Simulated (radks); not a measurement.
Problem. The selenium ion Se13+, configuration [Ar] 3d2 4p1 (not the ground configuration). Method: Dirac Kohn-Sham, BLYP, spin-unpolarised, spherical densities, finite nucleus; open shells are shared between the two j in proportion to 2j + 1; Fermi nuclear charge, rms radius 4.14 fm; computed with a radial shooting solver on a logarithmic mesh with Libxc functionals. Some entries of the table are withheld. Estimate them.

orbital,occ.,eigenvalue (hartree),<r^2> (bohr^2)
1s1/2,2,-475.0517,0.002617
2s1/2,2,-74.79796,0.04485
2p1/2,2,-68.75974,(1)
2p3/2,4,-67.22005,(2)
3s1/2,2,-21.25687,0.3134
3p1/2,2,-19.18770,0.3085
3p3/2,4,-18.90504,0.3169
3d3/2,0.8,(3),0.2785
3d5/2,1.2,(4),0.2807
4p1/2,0.333333,-8.53858,(5)
4p3/2,0.666667,-8.45945,(6)

Solution. 
(1) 2p1/2 <r^2> (bohr^2): 0.03457
(2) 2p3/2 <r^2> (bohr^2): 0.03599
(3) 3d3/2 eigenvalue (hartree): -15.51807
(4) 3d5/2 eigenvalue (hartree): -15.46468
(5) 4p1/2 <r^2> (bohr^2): 1.458
(6) 4p3/2 <r^2> (bohr^2): 1.486
